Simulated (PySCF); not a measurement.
BLYP on C⁻ (carbon, charge -1), [He] 2s2 2p3, high-spin 4S determinant. Computed with PySCF 2.14 in dyall-acv3z (15s9p4d2f, 76 functions), with scalar relativity by spin-free X2C-1e.

```
cycle= 1 E= -37.9037524014535  delta_E= -0.000385  |g|= 0.099  |ddm|= 0.411
cycle= 2 E= -37.8606726903565  delta_E= 0.0431  |g|= 0.251  |ddm|= 0.443
cycle= 3 E= -37.9125675346427  delta_E= -0.0519  |g|= 0.0509  |ddm|= 0.193
cycle= 4 E= -37.9155437710166  delta_E= -0.00298  |g|= 0.00162  |ddm|= 0.0853
cycle= 5 E= -37.9155456894546  delta_E= -1.92e-06  |g|= 0.000559  |ddm|= 0.00111
cycle= 6 E= -37.9155460071229  delta_E= -3.18e-07  |g|= 5.98e-05  |ddm|= 0.000764
cycle= 7 E= -37.9155460107473  delta_E= -3.62e-09  |g|= 4.49e-07  |ddm|= 9.01e-05
cycle= 8 E= -37.9155460107475  delta_E= -1.49e-13  |g|= 6.78e-08  |ddm|= 3.08e-07
converged SCF energy = -37.9155460107475  <S^2> = 3.753889  2S+1 = 4.001944
```

Highest occupied orbital energy: 1.918 eV; ⟨L²⟩ = 0.00; populations by l: s 4.00, p 3.00, d 0.00, f 0.00.

**Question.** Can this result be used?

**Answer.** With care. The run converged. At BLYP the highest occupied level has a positive energy, so only the finite basis holds that electron; in a semilocal or global hybrid functional this comes from self-interaction and does not mean that the real anion is unbound.
